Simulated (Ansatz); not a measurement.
Molecule: C7H13 (charge 0, doublet). It need not be the lowest isomer of its formula. 
Structure (B3LYP-D3(BJ)/def2-TZVP (Ansatz, a program for electronic structure) minimum search):
```xyz
20

C     -2.1590    -0.8751    -0.7118
C     -1.2578     0.2785    -0.2484
C     -1.9910     1.1868     0.7491
C      0.0122    -0.2176     0.3057
C      1.3069    -0.1802     0.1041
C      2.2829    -0.8970     1.0035
C      1.9310     0.5840    -1.0462
H     -1.6509    -1.4972    -1.4492
H     -3.0769    -0.4877    -1.1585
H     -2.4319    -1.5087     0.1343
H     -1.0134     0.8868    -1.1350
H     -2.9085     1.5794     0.3060
H     -1.3638     2.0272     1.0479
H     -2.2579     0.6279     1.6482
H      2.8729    -1.6207     0.4325
H      1.7707    -1.4242     1.8064
H      2.9896    -0.1887     1.4471
H      2.6251     1.3405    -0.6684
H      1.1853     1.0823    -1.6638
H      2.5084    -0.0922    -1.6835
```
Charge 0, spin multiplicity 2.

Total electronic energies in hartree. Correlated levels leave the core frozen unless marked. UHF or UKS for open shells. No spin-orbit coupling. Non-relativistic. Basis-set limits of correlation are two-point, X^-3; Hartree-Fock from the larger set. [CCSD(T)-MP2]/basis is that difference in the basis named.

The UHF reference is spin-contaminated (<S^2> 0.15 over the pure value in the largest basis). 

| level | program | energy (Eh) |
|---|---|---|
| PBE/def2-TZVPD | Ansatz | -274.19203 |
| PBE-D4/def2-TZVPD | Ansatz + dftd4 | -274.20724 |
| r2SCAN-D3(BJ)/def2-TZVPD | Ansatz + dftd3 | -274.41640 |
| B3LYP-D3(BJ)/def2-TZVPD | Ansatz + dftd3 | -274.62496 |
| PBE0/def2-SVP | Ansatz | -273.94994 |
| PBE0-D3(BJ)/def2-TZVP | Ansatz + dftd3 | -274.25440 |
| PBE0-D4/def2-TZVPD | Ansatz + dftd4 | -274.25418 |
| PBE0/def2-TZVP | Ansatz | -274.24049 |
| BHLYP-D4/def2-TZVPD | Ansatz + dftd4 | -274.42328 |
| BHLYP/def2-TZVPD | Ansatz | -274.40664 |
| r2SCANh-D4/def2-TZVPD | Ansatz + dftd4 | -274.40693 |
| r2SCANh/def2-TZVPD | Ansatz | -274.40250 |
| HSE06/def2-TZVPD | Ansatz | -274.22387 |
| CAM-B3LYP-D3(BJ)/def2-TZVPD | Ansatz + dftd3 | -274.43061 |
| LC-wPBE-D4/def2-TZVPD | Ansatz + dftd4 | -274.42427 |
| wB97M-V/def2-TZVPD | Ansatz | -274.42321 |
| wB97X-V/def2-TZVPD | Ansatz | -274.50489 |
| PBE-QIDH/def2-TZVPD | Ansatz | -274.19117 |
| MP2/6-31G* | Ansatz | -273.45240 |
| MP2/cc-pVDZ | Ansatz | -273.54870 |
| SCS-MP2/STO-3G | Ansatz | -269.71452 |
| SCS-MP2/cc-pVDZ | Ansatz | -273.54465 |
| RI-MP2/CBS(cc-pVTZ,cc-pVQZ)+[CCSD(T)-MP2]/cc-pVTZ | Ansatz | -274.1085 |

Totals of different functionals don't rank their quality; only differences between species are comparable.
